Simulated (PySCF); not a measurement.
**Structure from 2D NMR**

Compound of formula C₇H₇F. Correlations simulated from computed shifts and the bond graph:

HSQC (one-bond C–H):
```csv
δH,δC
7.46,135.7
7.27,121.2
2.47,23.4
```

COSY cross peaks (H two or three bonds apart, from the bond graph; peaks can be absent where the dihedral angle is near 90°):
```csv
δH,δH
7.46,7.27
```

HMBC (two and three bonds, from the bond graph):
```csv
δH,δC
7.46,"171.1, 138.4, 135.7, 121.2, 23.4"
7.27,"171.1, 138.4, 135.7, 121.2"
2.47,"138.4, 135.7"
```

Carbons without hydrogens: δ 171.1, 138.4.

PySCF calculation with shielding tensors at PBE0/pcSseg-1 (GIAO) and structure optimised with GFN2-xTB; equivalent nuclei averaged, no solvent model, single conformer, non-relativistic Hamiltonian.

Referencing at the same level of theory: ¹H (31.72 ppm), ¹³C (186.93 ppm) vs TMS.

Exchangeable hydrogens are left out of these lists.

Question: Work out the connectivity.

Answer: `InChI=1S/C7H7F/c1-6-2-4-7(8)5-3-6/h2-5H,1H3`.

Mapped SMILES: `[CH3:1][c:2]1[cH:3][cH:4][c:5]([F:6])[cH:7][cH:8]1` (H(Xn): hydrogen on atom n).

δC 171.1 is C5, an aromatic carbon bearing fluorine. δC 138.4 is C2, a substituted aromatic carbon. δC 135.7 is C3/C8, an aromatic CH (δH 7.46). δC 121.2 is C4/C7, an aromatic CH (δH 7.27). δC 23.4 is C1, a methyl carbon on an aromatic ring (δH 2.47). HMBC from δH 7.46 reaches the proton-free carbons C5, C2. HMBC from δH 7.27 reaches the proton-free carbons C5, C2. HMBC from δH 2.47 reaches the proton-free carbon C2. COSY links 7.46–7.27.

This is the structure that produced the data.

Shifts are as computed. Against solution values, carbons near 30 ppm lie about +3 ppm off and those near 130 ppm about +5 ppm. Of 1211 compounds with measured shifts, 218 miss one by over three times the rms of a fit or turn the order of signals round; such compounds aren't used in these exercises.
